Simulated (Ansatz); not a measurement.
Consider the redistribution: `CO[SiH](O)O` + `C[O][Sn][NH2]` → `CO[SiH](N)O` + `C[O][Sn][OH]`.

Isolated molecules relaxed with PBE0-D4/def2-TZVP in Ansatz; ΔE leaves out vibrations. CBS: MP2 limit from def2 TZ/QZ plus the TZ coupled-cluster correction, frozen cores. DFT in def2-TZVPP. HSE06 is defined as in plane-wave codes. Elements past krypton have def2 core potentials. For Sn outer-core shells are correlated without core-valence functions, which leaves a few kJ/mol of doubt a bond. One conformer a species, not always the lowest.

| level | ΔE (kcal/mol) | difference from CCSD(T)/CBS |
| --- | --- | --- |
| revPBE-D4 | 2.9 | -1.5 |
| BLYP-D4 | 3.3 | -1.1 |
| B97M-V | 3.4 | -1.0 |
| r2SCANh-D4 | 4.5 | 0.1 |
| HSE06-D4 | 4.1 | -0.3 |
| CAM-B3LYP-D4 | 4.1 | -0.3 |
| ωB97M-V | 4.1 | -0.3 |
| PBE | 3.2 | -1.2 |
| PBE0 | 4.1 | -0.3 |
| BHLYP | 4.7 | 0.3 |
| CAM-B3LYP | 4.1 | -0.3 |
| CCSD/def2-SVP | 4.3 | -0.1 |
| CCSD/def2-TZVPP | 5.2 | 0.8 |
| MP2/def2-QZVPP | 4.5 | 0.1 |
| SCS-MP2/def2-QZVPP | 4.4 | 0.0 |
| MP2/CBS(def2) | 4.2 | -0.2 |
| CCSD(T)/CBS | 4.4 | 0 |

Largest T1 diagnostic among the species: 0.017.

Leaving LDA and LC-ωPBE aside and taking each functional with its dispersion term where it has one, the values, not all of them listed here, spread over 1.9 kcal/mol, from revPBE-D4 to BHLYP-D4. LDA lies +1.2 kcal/mol from PBE without D4. From BLYP to BHLYP (50 % exact exchange), in def2-TZVPP and without D4, ΔE moves by +1.6 kcal/mol.
